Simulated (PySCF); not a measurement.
Two-component Hartree-Fock for Ba (barium, neutral)

Start: [Xe] 5d2; 5d5/2 filled at m_j = +3/2, +5/2. Calculated with PySCF 2.14 in x2c-TZVPall-2c with one added diffuse shell each of s, p, d type (12s12p10d1f, 105 functions): generalised Hartree-Fock with the X2C-1e Hamiltonian and a Gaussian nucleus; spin-orbit coupling (SO) screened by Boettger's factors. This is a chosen level, not necessarily the ground level.

```tsv
spinor shell	electrons	ε, screened SO (eV)	weight of nominal j (screened SO)	rms radius, screened SO (bohr)
1s1/2	2	-37617.8	1.000	0.0292
2s1/2	2	-6049.8	1.000	0.119
2p1/2	2	-5685.5	1.000	0.102
2p3/2	4	-5300.5	1.000	0.108
3s1/2	2	-1320.4	1.000	0.311
3p1/2	2	-1166.3	1.000	0.303
3p3/2	4	-1089.8	1.000	0.315
3d3/2	4	-821.83	1.000	0.287
3d5/2	6	-805.77	1.000	0.290
4s1/2	2	-276.36	1.000	0.715
4p1/2	2	-217.87	1.000	0.744
4p3/2	4	-201.81	1.000	0.770
4d3/2	4	-103.99	1.000	0.856
4d5/2	6	-101.25	1.000	0.866
5s1/2	2	-40.943	1.000	1.78
5p1/2	2	-23.619	0.976	2.02
5d5/2	2	-3.097	0.893	4.73
```

Task: Where does 5p3/2 lie, and what is the 5p spin-orbit splitting (screened SO)?

Result: At -21.595 eV, 2.025 eV above 5p1/2.

| quantity | screened SO |
| --- | --- |
| E (hartree) | -8133.17534 |
| M_J | 4 |
| ⟨J²⟩ | 20.009 |
| ⟨L²⟩ | 12.045 |
| ⟨S²⟩ | 2.043 |

Each row is a mean over spinors that exchange with the open shell spreads, by up to 1.718 eV (5p3/2).

Rows whose weight is well below 1 are mixtures of j = l ± 1/2: exchange outweighs spin-orbit coupling there, and the label is only the starting occupation.

Breit and QED terms are absent; they matter most for the inner s and p1/2 levels.

Densities and radii are taken from the X2C orbitals without a picture-change correction, which distorts them close to the nucleus.
